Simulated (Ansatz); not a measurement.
Start from `[NH2][Hf]([F])([Cl])[Cl]` and change one atom or group to get `CC(C)[NH][Hf]([F])([Cl])[Cl]`.

Ansatz, PBE0-D4/def2-TZVP geometries, multiplicity 1. Each molecule was computed in one conformer, which needn't be the lowest.

Elements past krypton have def2 core potentials.

```
                                          property  `[NH2][Hf]([F])([Cl])[Cl]`
              HOMO–LUMO gap (PBE0/def2-TZVPP) / eV                        7.05
    zero-point energy (PBE0-D4/def2-TZVP) / kJ/mol                        75.5
size of the dipole moment (ωB97M-V/def2-TZVPP) / D                        2.68
    size of the dipole moment (PBE/def2-TZVPP) / D                        2.72
               HOMO–LUMO gap (PBE/def2-TZVPP) / eV                        4.76
                 HOMO energy (PBE/def2-TZVPP) / eV                       -6.89
```

Task: Give the same properties after the change, and the shifts. (Estimate.)

Result: Ansatz gave: 
| property | `CC(C)[NH][Hf]([F])([Cl])[Cl]` | shift |
| --- | --- | --- |
| HOMO–LUMO gap (PBE0/def2-TZVPP) / eV | 6.33 | -0.72 |
| zero-point energy (PBE0-D4/def2-TZVP) / kJ/mol | 300.0 | 224.5 |
| size of the dipole moment (ωB97M-V/def2-TZVPP) / D | 3.19 | 0.51 |
| size of the dipole moment (PBE/def2-TZVPP) / D | 3.25 | 0.53 |
| HOMO–LUMO gap (PBE/def2-TZVPP) / eV | 4.13 | -0.63 |
| HOMO energy (PBE/def2-TZVPP) / eV | -6.22 | 0.67 |

With PBE0 the HOMO rises by 0.76 eV and the LUMO rises by 0.05 eV, so the gap narrows by about 0.71 eV. PBE moves the HOMO by 0.67 eV and ωB97M-V by 0.77 eV. The zero-point energy changes by 224.5 kJ/mol with +27 modes. Dipoles are sizes alone; their direction can turn.
